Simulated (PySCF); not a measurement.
## Arsenic: a sound run and one with changed settings

Sound run: As [Ar] 3d10 4s2 4p3, As⁺ [Ar] 3d10 4s2 4p2. Calculation: PySCF 2.14, in jorge-DZP-DKH (8s6p2d1f, 43 functions); scalar relativity by spin-free X2C-1e. In the sound run the correlated levels freeze [Ar] 3d10. The sound run starts from symmetry-adapted Hartree-Fock orbitals and uses a fine grid where one is needed.

A second run was set up differently.

```json
{"species": "As", "method": "MP2", "sound run (hartree)": "-2258.91863", "changed run (hartree)": "-2259.48396", "converged": "yes"}
{"species": "As⁺", "method": "MP2", "sound run (hartree)": "-2258.57238", "changed run (hartree)": "-2259.13693", "converged": "yes"}
```

Ionisation energy of As:

| method | sound run (eV) | changed run (eV) |
| --- | --- | --- |
| UHF | 9.438 | 9.438 |
| MP2 | 9.422 | 9.443 |
| SCS-MP2 | 9.362 | 9.369 |

Question: What was changed?
A. basis contracted for another Hamiltonian
B. a valence shell is frozen
C. too few SCF iterations
D. all electrons correlated in a valence basis

Answer: D. A valence basis has no tight correlating functions, so it recovers only part of the core correlation, and not evenly between atom and ion.
